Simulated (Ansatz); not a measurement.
input.yaml

```yaml
crystal:
  periodic: [false, false, false]
  atoms:
    - { symbol: O, position_ang: [0.035283, 0.701463, -1.526033] }
    - { symbol: C, position_ang: [0.420726, -0.57121, -0.97818] }
    - { symbol: "N", position_ang: [-0.075171, -0.726897, 0.375217] }
    - { symbol: Al, position_ang: [-0.618481, 0.600685, 1.466195] }
    - { symbol: H, position_ang: [0.662205, 1.397757, -1.26012] }
    - { symbol: H, position_ang: [-0.025677, -1.320176, -1.638838] }
    - { symbol: H, position_ang: [1.515727, -0.678626, -1.026339] }
    - { symbol: H, position_ang: [-0.23677, -1.692726, 0.63701] }
    - { symbol: H, position_ang: [-1.364391, 0.112815, 2.801126] }
    - { symbol: H, position_ang: [-0.230354, 2.125617, 1.152963] }
basis:
  gaussian: { orbitals: "6-31G" }
hamiltonian:
  xc: pbe0
phonons: {}
```

Command:

```bash
$ ansatz run input.yaml --threads 1 --pin off --max-ram 2048MiB --backend cpu --events-out ev --progress --plain --runs-dir out
```

Hardware: 1 thread of Intel(R) Xeon(R) Processor @ 2.70GHz, on a shared host.

Roughly how long does this run take, and how much memory?

2.1 min, with a peak of 0.13 GiB, for 0 ionic steps.
